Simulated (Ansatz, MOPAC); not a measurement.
System: tin monoxide, SnO, net charge 0, singlet state. SMILES: [O]=[Sn]

Atoms: Sn1, O2. Bonds: Sn1-O2.

Bond lengths (Å) and angles (degrees) optimised at AM1 with MOPAC; MNDO with MOPAC; HF/STO-3G with Ansatz (an electronic-structure program); HF/3-21G with Ansatz; HF/6-31G* with LANL2DZ past Ar with Ansatz; MP2/6-31G* with LANL2DZ past Ar with Ansatz, each started from the B3LYP-D3(BJ)/def2-TZVP structure (Ansatz) of the last column. A row stands for all coordinates that are equal there. 6-31G* holds six Cartesian d functions.

```
coordinate    AM1   MNDO  HF/STO-3G  HF/3-21G  HF/6-31G* with LANL2DZ past Ar  MP2/6-31G* with LANL2DZ past Ar  B3LYP-D3(BJ)/def2-TZVP
----------  -----  -----  ---------  --------  ------------------------------  -------------------------------  ----------------------
Sn1-O2      1.904  1.749      1.712     1.813                           1.732                            1.826                   1.832
```

Mean signed difference of all 1 bond lengths from B3LYP-D3(BJ)/def2-TZVP: AM1 0.072 Å, MNDO -0.082 Å, HF/STO-3G -0.119 Å, HF/3-21G -0.018 Å, HF/6-31G* with LANL2DZ past Ar -0.100 Å, MP2/6-31G* with LANL2DZ past Ar -0.006 Å.
